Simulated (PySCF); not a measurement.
Geometries of 3 isomers of C7H6N2, from PBE0-D3(BJ)/def2-SVP geometry optimisation, gas phase (PySCF 2.14.0). One conformer each, no zero-point energy, no frequencies.

Question: Which is lowest in electronic energy at this level?
A.
```xyz
15
angstrom
C     -1.888    0.506    0.039
C     -1.760   -0.901    0.011
C     -0.522   -1.520   -0.017
C      0.605   -0.685   -0.015
N      1.941   -0.948   -0.037
N      2.690    0.160   -0.024
C      1.855    1.175    0.006
C      0.499    0.727    0.014
C     -0.773    1.326    0.041
H     -2.886    0.948    0.061
H     -2.664   -1.515    0.010
H     -0.432   -2.608   -0.039
H      2.394   -1.851   -0.059
H      2.236    2.196    0.021
H     -0.877    2.414    0.064
```
B.
```xyz
15
angstrom
N     -4.302    0.023   -0.085
C     -3.146    0.004    0.022
C     -1.725   -0.019    0.154
C     -1.078    0.851    1.048
C      0.300    0.830    1.180
C      1.085   -0.063    0.423
N      2.447   -0.057    0.528
C      0.430   -0.933   -0.472
C     -0.947   -0.911   -0.603
H     -1.670    1.548    1.643
H      0.787    1.515    1.878
H      2.965   -0.838    0.152
H      2.870    0.407    1.319
H      1.020   -1.632   -1.071
H     -1.438   -1.593   -1.300
```
C.
```xyz
15
angstrom
C     -2.171   -1.008    0.114
C     -1.183   -0.370   -0.814
C      0.003    0.058   -0.475
C      1.201    0.488   -0.125
C      1.374    1.836    0.333
N      1.547    2.924    0.695
C      2.434   -0.400   -0.180
C      2.886   -0.808    1.147
N      3.235   -1.135    2.200
H     -3.103   -0.421    0.137
H     -2.431   -2.018   -0.239
H     -1.779   -1.083    1.137
H     -1.479   -0.245   -1.865
H      3.259    0.127   -0.687
H      2.206   -1.301   -0.767
```

Answer: A. That is `c1ccc2[nH]ncc2c1`, 3.6 kcal/mol below the next.

| SMILES | atoms numbered as above | E (Eh) | relative (kcal/mol) | relative (kJ/mol) | dipole (D) |
| --- | --- | --- | --- | --- | --- |
| c1ccc2[nH]ncc2c1 | [cH:1]1[cH:2][cH:3][c:4]2[nH:5][n:6][cH:7][c:8]2[cH:9]1 | -379.15319 | 0.0 | 0.0 | 1.73 |
| N#Cc1ccc(N)cc1 | [N:1]#[C:2][c:3]1[cH:4][cH:5][c:6]([NH2:7])[cH:8][cH:9]1 | -379.14749 | 3.6 | 15.0 | 7.11 |
| CC=C=C(C#N)CC#N | [CH3:1][CH:2]=[C:3]=[C:4]([C:5]#[N:6])[CH2:7][C:8]#[N:9] | -379.04089 | 70.5 | 294.8 | 6.31 |

As drawn, the lowest has an aromatic ring, an N–N linkage and an N–H bond, which the highest lacks; the highest has a C≡N group, cumulated double bonds and a C=C bond outside aromatic rings, which the lowest lacks.
